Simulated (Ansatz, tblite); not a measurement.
Cost and result up the ladder for Si(eta1-allyl)Me3 (C6H14Si) (21 atoms). The state is a singlet with charge 0. Geometry: PBE-D4/def2-SVP.

```xyz
21

Si   -0.321    0.648    0.123
C     0.018   -0.643   -1.256
C     1.154   -1.553   -0.910
C     1.049   -2.809   -0.432
H     0.225   -0.082   -2.194
H    -0.923   -1.215   -1.413
H     2.166   -1.121   -1.019
H     0.068   -3.296   -0.301
H     1.940   -3.397   -0.163
C    -1.664    1.839   -0.481
H    -1.339    2.382   -1.393
H    -1.904    2.596    0.294
H    -2.601    1.297   -0.725
C     1.272    1.604    0.493
H     1.101    2.373    1.275
H     1.652    2.122   -0.412
H     2.070    0.924    0.858
C    -0.901   -0.270    1.671
H    -0.158   -1.039    1.967
H    -1.868   -0.783    1.493
H    -1.038    0.425    2.526
```

Ansatz on 2 threads of AMD EPYC 7R13 on a shared host and a share (18 GiB) of an NVIDIA H100 80GB HBM3; xTB runs through tblite on one thread. Times are rough, summed over both states, and most runs start from the orbitals of an earlier one. PBE0-D4/def2-TZVP serves as the yardstick here, not as an exact answer. The other state is a doublet.

The xTB rows come from tblite.

Raw xTB energies of ions are shifted by several eV.

```tsv
level	functions	wall time	vertical IE (eV)	difference from PBE0-D4/def2-TZVP (eV)
GFN2-xTB	47	0.022 s	12.72	4.05
GFN1-xTB	61	0.04 s	13.59	4.92
PBE-D4/def2-TZVP (with forces)	307	8.2 s	8.53	-0.14
BLYP-D4/def2-TZVP	307	8.4 s	8.46	-0.21
PBE0-D4/def2-TZVP	307	11 s	8.67	0.00
```
